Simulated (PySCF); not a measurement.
Computed properties of C₃H₃Cl₂F, SMILES F[C@@H]1CC1(Cl)Cl

C3H3Cl2F, SMILES F[C@@H]1CC1(Cl)Cl. Coordinates come from a B3LYP-D3(BJ)/def2-SVP optimisation. The structure was generated by enumeration; whether it is a known compound was not checked. One conformer was computed; it need not be the lowest. All values are computed for the isolated molecule unless a solvent is named; none is compared with measurement here.

**Structure.** All 21 harmonic modes at B3LYP-D3(BJ)/def2-SVP (PySCF) are real, so it is a minimum. With heavy atoms numbered as in [F:1][C@@H:2]1[CH2:3][C:4]1([Cl:5])[Cl:6], the shortest bond between them is F1–C2 at 1.353 Å and the longest C4–Cl6 at 1.772 Å.

**Vibrations.** The strongest infrared lines (harmonic, unscaled, degenerate partners summed) lie at 760 cm⁻¹ (50 km/mol, C 50 %, H 36 %, Cl 12 %), 1079 cm⁻¹ (47 km/mol, H 51 %, C 46 %), 1459 cm⁻¹ (45 km/mol, C 57 %, H 42 %). The softest mode is at 169 cm⁻¹ and the zero-point energy is 34.3 kcal/mol.

**Electronic structure.** ωB97X/def2-TZVP (PySCF) places the frontier levels at -10.48 and 2.18 eV, a gap of 12.66 eV, and gives a dipole moment of 2.10 D and a mean polarisability of 57.1 bohr³. PBE/def2-TZVP (PySCF) at the same geometry gives -6.70 and -1.27 eV, so its gap is 7.23 eV narrower. An orbital gap is neither the optical nor the fundamental gap.

**Excitations.** TDDFT-B3LYP/def2-SVPD (PySCF) has S1 at 6.18 eV (201 nm, f = 0.001, dark); the most intense of the 10 singlets computed lies at 7.65 eV (f = 0.06). T1 (TDA) is at 5.63 eV. TDDFT-PBE/def2-SVPD (PySCF) puts S1 at 5.68 eV. No vertical singlet excitation falls in the visible range (under 3.1 eV).

**NMR.** GIAO shifts at PBE0/pcSseg-1 (PySCF) (non-relativistic, atoms alike by connectivity averaged): ¹³C from 33.0 to 79.9 ppm against TMS; ¹H from 1.8 to 4.7 ppm against TMS; ¹⁹F at -222.5 ppm against CFCl3. Without spin–orbit terms, shifts of atoms bonded to Cl or Br come out too high.
